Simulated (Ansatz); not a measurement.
Molecule: C₄H₂ISe, net charge -1, singlet state. It need not be the lowest isomer of its formula. Whether it binds its extra electron was not tested at this geometry. 
Coordinates optimised at B3LYP-D3(BJ)/def2-TZVP (Ansatz, a quantum-chemistry and plane-wave program):
SMILES: Ic1[c-]c[se]c1
```xyz
8

I      1.8742    -0.8836     0.4669
C     -0.1653    -0.2206     0.0374
C     -1.2567    -1.1099     0.1350
C     -2.3848    -0.4613    -0.1768
Se    -2.1092     1.4716    -0.6511
C     -0.3043     1.0819    -0.3228
H     -3.4160    -0.7816    -0.2214
H      0.4617     1.8337    -0.4249
```
Charge -1, spin multiplicity 1.

Parts of the frozen-core correlation energy in def2-TZVPP (Ansatz, hartree). Frozen orbitals: 27; correlated occupied orbitals by spin: 16 and 16; virtual: 207 and 207. No spin-orbit coupling. In def2 rows, elements after Kr have scalar-relativistic effective core potentials. The restricted reference is unstable.

```json
[
 {"term": "reference (HF)", "value": "-2849.11005"},
 {"term": "MP2 opposite-spin", "value": "…"},
 {"term": "MP2 same-spin", "value": "…"},
 {"term": "CCSD correlation", "value": "…"},
 {"term": "(T)", "value": "-0.05953"},
 {"term": "T1 diagnostic", "value": "0.020"},
 {"term": "largest doubles amplitude", "value": "0.070"}
]
```

Task: Fill in the missing entries.

Result: 
- MP2 opposite-spin, value: -0.69502
- MP2 same-spin, value: -0.24810
- CCSD correlation, value: -0.96174
